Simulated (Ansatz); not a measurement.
`C[SiH2]BO[SiH3]` + `C=C[SiH](C)O` → `C=C[SiH](C)O[SiH3]` + `C[SiH2]BO`  (ligand exchange at the Si–O bond)

Isolated molecules relaxed with PBE0-D4/def2-TZVP in Ansatz; ΔE leaves out vibrations. CBS: MP2 limit from def2 TZ/QZ plus the TZ coupled-cluster correction, frozen cores. DFT in def2-TZVPP. Each species was taken in one conformer, which may not be the lowest.

`C[SiH2]BO[SiH3]`:

```xyz
14

C    -2.505    1.295    0.010
Si   -0.716    1.299   -0.567
B     0.385   -0.142    0.348
O     1.354   -0.798   -0.328
Si    2.430   -1.975    0.135
H    -3.002    0.361   -0.264
H    -3.064    2.119   -0.438
H    -2.559    1.399    1.097
H    -0.100    2.617   -0.216
H    -0.658    1.178   -2.053
H     0.213   -0.423    1.514
H     2.221   -2.319    1.564
H     2.203   -3.161   -0.724
H     3.799   -1.449   -0.078
```

`C=C[SiH](C)O`:

```xyz
13

C     1.253    1.717   -0.764
C     0.761    1.036    0.268
Si    0.224   -0.743    0.150
C    -1.469   -0.935    0.912
O     0.261   -1.250   -1.422
H     1.554    2.758   -0.685
H     1.384    1.253   -1.737
H     0.664    1.555    1.222
H     1.193   -1.623    0.851
H    -1.450   -0.635    1.964
H    -1.803   -1.975    0.864
H    -2.209   -0.312    0.403
H    -0.364   -0.846   -2.026
```

`C=C[SiH](C)O[SiH3]`:

Cartesian coordinates in Å:
```
C 0.247 0.943 2.120
C -0.276 -0.217 1.732
Si -0.390 -0.747 -0.044
C 0.616 -2.277 -0.363
O 0.170 0.465 -0.999
Si -0.239 1.837 -1.781
H 0.642 1.657 1.402
H 0.307 1.234 3.165
H -0.656 -0.889 2.503
H -1.819 -1.005 -0.384
H 1.672 -2.094 -0.150
H 0.278 -3.099 0.274
H 0.523 -2.595 -1.404
H -1.715 1.930 -1.940
H 0.239 3.016 -1.012
H 0.401 1.839 -3.120
```

`C[SiH2]BO`:

Z-matrix (Å, degrees):
```
C
Si 1 1.877
H 1 1.092 2 110.6
H 1 1.092 2 110.5 3 119.2
H 1 1.092 2 111.4 3 -120.4
B 2 2.027 1 113.8 3 -59.9
H 2 1.495 1 110.0 3 62.1
H 2 1.495 1 110.0 3 178.3
O 6 1.354 2 118.7 1 -0.7
H 6 1.207 2 122.5 1 179.4
H 9 0.962 6 113.7 2 -179.9
```

| level | ΔE (kcal/mol) |
| --- | --- |
| PBE0-D4 | -7.1 |
| CCSD(T)/def2-TZVPP | -6.9 |

(1) What does CCSD(T)/CBS give? (Best estimate.)

Largest T1 diagnostic among the species: 0.013.

Results:

(1) The calculation gave: -6.9 kcal/mol. The listed levels differ from it by -0.2, 0.0 kcal/mol.

The D4 term adds −1.1 kcal/mol with B3LYP and −0.7 kcal/mol with PBE0; it sums over pairs of atoms, weighted by their polarisabilities, and B3LYP, whose exchange is more repulsive, gets the larger term.

B3LYP here is the variant with VWN-RPA as its local correlation; programs differ in this.
